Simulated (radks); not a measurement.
Values are calculated unless marked as measured or tabulated.
Q: These are the eigenvalues of the occupied orbitals of an atom or ion with whole-number occupations (Ry). Code: a radial shooting solver on a logarithmic mesh with Libxc functionals. Model: scalar-relativistic Kohn-Sham, PBE, spin-unpolarised, spherical densities, point nucleus.

| orbital | eigenvalue |
|---|---|
| 1s | -1747.740 |
| 2s | -299.0591 |
| 2p | -273.8108 |
| 3s | -91.42465 |
| 3p | -83.11216 |
| 3d | -70.54346 |

Which element is it, and in what charge state? The configuration may be excited.

A: Z = 45, rhodium, charge +21: Rh21+ in [Ar] 3d6. The list shows which subshells hold electrons but not how many an open one holds; the 1s level, -873.87 hartree, gives Z - s = 41.8 by -(Z - s)^2/2, which with screening and relativity narrows Z to a few neighbours, and the depths of the outer levels then fix element, charge and occupations together.
